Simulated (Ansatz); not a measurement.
GeC₄N₄O₄⁺, that is Ge(NCO)4 with one electron fewer. The state is a doublet with charge 1. Geometry PBE-D4/def2-SVP, that of the neutral singlet; atoms count from 1.

```
atom    x (Å)    y (Å)    z (Å)
 Ge1  -0.0402  -0.0987  -0.0474
  N2  -1.1112   1.3300  -0.3460
  C3  -2.0717   1.9316   0.1112
  O4  -2.9877   2.5709   0.4808
  N5  -1.0692  -1.5603   0.2153
  C6  -1.0619  -2.6603   0.7474
  O7  -1.1430  -3.7302   1.2298
  N8   0.9891   0.1458   1.4241
  C9   1.9806   0.7454   1.8136
 O10   2.9215   1.2838   2.2711
 N11   1.0255  -0.3294  -1.4901
 C12   1.1746   0.0364  -2.6466
 O13   1.3935   0.3351  -3.7632
```

Problem. Estimate the Mulliken populations from the PBE0/def2-TZVP orbitals of Ansatz.

Solution. 
| atom | charge (e) | spin (α − β) |
| --- | --- | --- |
| Ge1 | 0.73 | -0.05 |
| N2 | -0.25 | 0.17 |
| C3 | 0.38 | -0.04 |
| O4 | -0.09 | 0.11 |
| N5 | -0.24 | 0.18 |
| C6 | 0.39 | -0.04 |
| O7 | -0.08 | 0.12 |
| N8 | -0.24 | 0.19 |
| C9 | 0.38 | -0.05 |
| O10 | -0.08 | 0.12 |
| N11 | -0.23 | 0.20 |
| C12 | 0.40 | -0.05 |
| O13 | -0.08 | 0.14 |
Mulliken values and Mayer orders depend strongly on the basis.

Problem. Where does the spin sit?

Solution. Summed by element: Ge -0.05, N 0.75, C -0.18, O 0.48, of 1 unpaired in all. Largest on single atoms: N11 0.20, N8 0.19, N5 0.18.

Problem. And the Mayer bond orders between bonded heavy atoms (over 0.3)?

Solution. Ge1–N2 1.01 (1.81 Å); Ge1–N5 1.02 (1.81 Å); Ge1–N8 1.00 (1.81 Å); Ge1–N11 1.00 (1.81 Å); N2–C3 1.89 (1.22 Å); C3–O4 2.18 (1.18 Å); N5–C6 1.88 (1.22 Å); C6–O7 2.18 (1.18 Å); N8–C9 1.88 (1.22 Å); C9–O10 2.18 (1.18 Å); N11–C12 1.87 (1.22 Å); C12–O13 2.18 (1.18 Å).
